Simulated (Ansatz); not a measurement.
ClH$_{8}$NOSi$_{3}$ (`N[Si]([SiH3])(Cl)O[SiH3]`). Total charge 0; spin multiplicity 1. Geometry: relaxed with PBE0-D4/def2-TZVP. It is one conformer, not always the lowest.

```xyz
14

N    -0.171    0.076    1.843
Si    0.557   -0.025    0.304
Si    1.250   -2.136   -0.408
Cl    2.215    1.196    0.447
O    -0.463    0.539   -0.834
Si   -1.504    1.797   -1.049
H    -0.980   -0.473    2.084
H     0.370    0.338    2.650
H     2.266   -2.670    0.537
H     1.834   -2.075   -1.773
H     0.085   -3.064   -0.423
H    -0.909    3.062   -0.550
H    -1.777    1.906   -2.502
H    -2.773    1.528   -0.326
```

Question: What is the dipole moment at PBE/def2-TZVPP? (Estimate.)

Answer: Computed: 2.13 D, with components (-1.35, -0.63, 1.52) D in this frame, pointing from negative to positive charge.

Question: And with r2SCAN, B3LYP, ωB97M-V? (An estimate is asked.)

Answer: Computed: r2SCAN 2.17 D, B3LYP 2.14 D, ωB97M-V 2.14 D.

Question: Give the Mulliken charges with PBE, r2SCAN, B3LYP in def2-TZVPP. (Estimate.)

Answer: Ansatz gave: 
```tsv
atom	PBE	r2SCAN	B3LYP
N1	-0.36	-0.44	-0.38
Si2	0.51	0.65	0.62
Si3	0.05	0.12	0.11
Cl4	-0.23	-0.26	-0.27
O5	-0.31	-0.42	-0.39
Si6	0.33	0.43	0.40
H7	0.15	0.16	0.14
H8	0.16	0.17	0.15
H9	-0.04	-0.06	-0.06
H10	-0.04	-0.06	-0.05
H11	-0.05	-0.07	-0.06
H12	-0.05	-0.07	-0.06
H13	-0.05	-0.07	-0.07
H14	-0.07	-0.08	-0.08
```

B3LYP here is the variant with VWN-RPA as its local correlation; programs differ in this.
